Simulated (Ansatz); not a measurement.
Cost and result for the atomization energy of CH$_{8}$FNO$_{2}$Si$_{2}$, SMILES `CN([SiH2]O)[SiH](O)F` (15 atoms, 14 bonds).

```json
{"atom": "C1", "x (Å)": "1.228", "y (Å)": "0.088", "z (Å)": "-1.423"}
{"atom": "N2", "x (Å)": "0.232", "y (Å)": "0.000", "z (Å)": "-0.348"}
{"atom": "Si3", "x (Å)": "-0.697", "y (Å)": "-1.470", "z (Å)": "-0.379"}
{"atom": "O4", "x (Å)": "-1.832", "y (Å)": "-1.464", "z (Å)": "0.795"}
{"atom": "Si5", "x (Å)": "0.068", "y (Å)": "1.301", "z (Å)": "0.724"}
{"atom": "O6", "x (Å)": "-0.591", "y (Å)": "0.706", "z (Å)": "2.107"}
{"atom": "F7", "x (Å)": "1.513", "y (Å)": "1.910", "z (Å)": "1.018"}
{"atom": "H8", "x (Å)": "0.775", "y (Å)": "0.378", "z (Å)": "-2.376"}
{"atom": "H9", "x (Å)": "2.008", "y (Å)": "0.811", "z (Å)": "-1.178"}
{"atom": "H10", "x (Å)": "1.724", "y (Å)": "-0.878", "z (Å)": "-1.564"}
{"atom": "H11", "x (Å)": "0.269", "y (Å)": "-2.596", "z (Å)": "-0.248"}
{"atom": "H12", "x (Å)": "-1.398", "y (Å)": "-1.609", "z (Å)": "-1.681"}
{"atom": "H13", "x (Å)": "-1.589", "y (Å)": "-0.974", "z (Å)": "1.590"}
{"atom": "H14", "x (Å)": "-0.728", "y (Å)": "2.456", "z (Å)": "0.254"}
{"atom": "H15", "x (Å)": "-0.983", "y (Å)": "1.340", "z (Å)": "2.711"}
```

Total charge 0; spin multiplicity 1. The geometry is a stationary point of PBE0-D4/def2-TZVP. It is one conformer, not always the lowest. Program: Ansatz. All runs use 2 threads of an AMD EPYC 7R13 on a shared host and a share of an NVIDIA H100 80 GB. Times are those of one run each, without the atoms' runs, and a repeat can differ threefold. Electronic energies, without spin–orbit coupling; frozen cores. CCSD(T)/CBS adds CCSD(T) − MP2 in def2-TZVPP to the MP2 limit, and its time is that of the two runs behind it. T1 = 0.011. B3LYP takes the VWN-RPA correlation (the form of Gaussian; ORCA's B3LYP/G).

CCSD(T)/CBS is a level of theory with its own doubt, some kJ/mol a heavy atom from the limit and from the frozen cores, so smaller differences don't rank the functionals.

```json
{"level": "r2SCAN-D4/def2-TZVPP (with forces)", "functions": "351", "wall time": "4.8 s", "atomization (kcal/mol)": "1375.0", "difference from CCSD(T)/CBS": "-8.3", "per bond": "-0.6"}
{"level": "PBE0-D4/def2-TZVPP", "functions": "351", "wall time": "7.5 s", "atomization (kcal/mol)": "1363.4", "difference from CCSD(T)/CBS": "-19.9", "per bond": "-1.4"}
{"level": "PBE-D4/def2-TZVPP (with forces)", "functions": "351", "wall time": "8 s", "atomization (kcal/mol)": "1388.3", "difference from CCSD(T)/CBS": "5.0", "per bond": "0.4"}
{"level": "B2PLYP/def2-TZVPP", "functions": "351", "wall time": "8.5 s", "atomization (kcal/mol)": "1361.1", "difference from CCSD(T)/CBS": "-22.2", "per bond": "-1.6"}
{"level": "B3LYP-D4/def2-TZVPP (with forces)", "functions": "351", "wall time": "9 s", "atomization (kcal/mol)": "1373.6", "difference from CCSD(T)/CBS": "-9.7", "per bond": "-0.7"}
{"level": "ωB97X-V/def2-TZVPP", "functions": "351", "wall time": "10 s", "atomization (kcal/mol)": "1382.2", "difference from CCSD(T)/CBS": "-1.1", "per bond": "-0.1"}
{"level": "ωB97M-V/def2-TZVPP (with forces)", "functions": "351", "wall time": "12 s", "atomization (kcal/mol)": "1381.9", "difference from CCSD(T)/CBS": "-1.4", "per bond": "-0.1"}
{"level": "MP2/def2-QZVPP", "functions": "665", "wall time": "13 s", "atomization (kcal/mol)": "1395.4", "difference from CCSD(T)/CBS": "12.1", "per bond": "0.9"}
{"level": "CCSD(T)/def2-TZVPP", "functions": "351", "wall time": "19 s", "atomization (kcal/mol)": "1341.4", "difference from CCSD(T)/CBS": "-41.9", "per bond": "-3.0"}
{"level": "CCSD(T)/CBS(def2)", "functions": "–", "wall time": "31 s", "atomization (kcal/mol)": "1383.3", "difference from CCSD(T)/CBS": "0.0", "per bond": "0.0"}
```

From PBE to PBE0 (25 % exact exchange), in def2-TZVPP and without D4, the atomization energy moves by −23.5 kcal/mol: exact exchange takes away binding that semilocal exchange gives to molecules. In def2-TZVPP, CCSD(T) changes the Hartree–Fock value by +348.5 kcal/mol (the triples alone add +19.4 kcal/mol) and MP2 by +377.1 kcal/mol; breaking electron pairs costs correlation energy, which Hartree–Fock lacks. The D4 term adds +14.9 kcal/mol with B3LYP and +7.9 kcal/mol with PBE0; it sums over pairs of atoms, weighted by their polarisabilities, and B3LYP, whose exchange is more repulsive, gets the larger term.
